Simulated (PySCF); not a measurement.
Diatomics of B with group 14

CCSD(T) with triple-zeta basis sets in PySCF, for the lowest determinant that a PBE0 search found; no spin–orbit coupling. De refers to high-spin ground-configuration atoms.

```json
{"M": "Si", "basis": "def2-TZVPP", "reference, frozen orbitals": "UHF, 6", "state (unpaired electrons)": "quartet (σ ↑, π ↑↑)", "Re (Å)": "1.920", "ωe (cm⁻¹)": "741", "De (eV)": "3.15"}
{"M": "Ge", "basis": "def2-TZVPP", "reference, frozen orbitals": "UHF, 10", "state (unpaired electrons)": "quartet (σ ↑, π ↑↑)", "Re (Å)": "1.993", "ωe (cm⁻¹)": "636", "De (eV)": "2.95"}
{"M": "Sn", "basis": "x2c-TZVPPall", "reference, frozen orbitals": "UHF, 19", "state (unpaired electrons)": "quartet (σ ↑, π ↑↑)", "Re (Å)": "2.188", "ωe (cm⁻¹)": "550", "De (eV)": "2.49"}
{"M": "Pb", "basis": "def2-TZVPP", "reference, frozen orbitals": "UHF, 5", "state (unpaired electrons)": "quartet (σ ↑, π ↑↑)", "Re (Å)": "2.261", "ωe (cm⁻¹)": "506", "De (eV)": "2.29"}
```

The shortest bond is that of SiB (1.920 Å), the longest that of BPb (2.261 Å).

The rows differ in basis set, which adds steps of its own.

Down a group the atoms grow and get heavier, so bonds lengthen and wavenumbers fall; this series shows no clear exception.

Correlated steps freeze the inner cores (5 to 19 orbitals); shallow outer-core shells are correlated. These are scalar-relativistic numbers at best; spin–orbit coupling would shift them, the dissociation energy most. The CCSD T1 diagnostic is raised in SiB, a sign that a single reference may not be enough there. States were picked by a PBE0 search and need not be the measured ground states.
